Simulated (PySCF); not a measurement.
**Relaxation of singlet K2F2**

Computed with PySCF, PBE0, basis K def2-TZVP, F def2-TZVP (no relativity, density fitting). A (50,194) grid was used.

A hand-made butterfly start, of C2v symmetry, held to at least that symmetry:

Coordinates in bohr (charge 0 multiplicity 1):
```
K     3.7039    0.0000   -0.9663
K    -3.7039    0.0000   -0.9663
F     0.0000    2.7023    1.9817
F     0.0000   -2.7023    1.9817
```

Optimiser trace:
```csv
step,E − E(last) (kJ/mol),largest gradient (Eh/bohr)
0,242.81,0.02948
1,167.82,0.02447
2,89.39,0.02101
3,23.02,0.01175
4,2.14,0.00605
5,0.44,0.00125
6,0.28,0.00134
7,0.13,0.00098
8,0.03,0.00038
9,0.00,0.00019
10,0.00,0.00003
```

It ends at D2h with K–F 2.381 Å (×4); F–K–F 85.8° (×2), K–F–K 94.2° (×2) (after a last refinement on a finer grid). A frequency run shows a minimum. Other isomers or separated fragments may lie lower.

Final geometry:
```xyz
4
charge 0 multiplicity 1, angstrom
K     1.7447    0.0000    0.0000
K    -1.7447    0.0000    0.0000
F     0.0000    1.6200    0.0000
F     0.0000   -1.6200    0.0000
```
